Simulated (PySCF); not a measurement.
Computed properties of FGeH₅SSi, SMILES F[SiH2][S][GeH3]

FGeH₅SSi, SMILES [S]([GeH3])[SiH2]F. The structure is a stationary point at ωB97X-D3(BJ)/def2-SVP. The structure was generated by enumeration, and PubChem lists no compound with its InChIKey, so it may never have been made. Other conformers were not sampled. All values are computed for the isolated molecule unless a solvent is named; none is compared with measurement here.

**Structure.** All 21 harmonic modes at ωB97X-D3(BJ)/def2-SVP (PySCF) are real, so it is a minimum. With heavy atoms numbered as in [SiH2:1]([F:2])[S:3][GeH3:4], the shortest bond between them is Si1–F2 at 1.632 Å and the longest S3–Ge4 at 2.234 Å.

**Vibrations.** The strongest infrared lines (harmonic, unscaled, degenerate partners summed) lie at 939 cm⁻¹ (293 km/mol, H 74 %, Si 19 %), 856 cm⁻¹ (248 km/mol, H 87 %), 974 cm⁻¹ (128 km/mol, H 90 %, Si 9 %). The softest mode is at 57 cm⁻¹ and the zero-point energy is 29.7 kcal/mol.

**Electronic structure.** M06-2X/def2-TZVP (PySCF) places the frontier levels at -8.82 and 0.47 eV, a gap of 9.29 eV, and gives a dipole moment of 1.11 D and a mean polarisability of 73.1 bohr³. PBE/def2-TZVP (PySCF) at the same geometry gives -6.48 and -1.34 eV, so its gap is 4.15 eV narrower. An orbital gap is neither the optical nor the fundamental gap.

**Excitations.** TDA-PBE0/def2-SVPD (PySCF) has S1 at 5.72 eV (217 nm, f = 0.013, weak); the most intense of the 10 singlets computed lies at 7.73 eV (f = 0.09). T1 (TDA) is at 5.29 eV, 0.43 eV under S1. TDA-PBE/def2-SVPD (PySCF) puts S1 at 5.22 eV. No vertical singlet excitation falls in the visible range (under 3.1 eV).

**NMR.** GIAO shifts at B3LYP/pcSseg-1 (PySCF) (non-relativistic, atoms alike by connectivity averaged): ¹H from 5.0 to 5.7 ppm against TMS; ²⁹Si at 8.8 ppm against TMS; ¹⁹F at -195.0 ppm against CFCl3.
